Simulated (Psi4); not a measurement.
A dimer, C2H4 ··· H4N+ (SMILES C=C and [NH4+]) (charge +1); the first 6 atoms form monomer A.

```
11

C     -0.6523     0.1146     0.0027
C      0.6523    -0.1146    -0.0027
H     -1.1210     0.7211     0.7682
H     -1.3058    -0.2948    -0.7581
H      1.3058     0.2948     0.7581
H      1.1211    -0.7211    -0.7682
N     -0.3682    -2.5502     1.7828
H     -1.1465    -3.1087     1.4180
H      0.4898    -3.1109     1.7707
H     -0.2410    -1.7182     1.1977
H     -0.5752    -2.2630     2.7448
```

What interaction energy does Psi4 with SAPT0/jun-cc-pVDZ, frozen core give, and which attractive term is the largest?

Total -9.62 kcal/mol: electrostatics -10.84, exchange 12.71, induction -8.97, dispersion -2.52. The most attractive term is electrostatics.
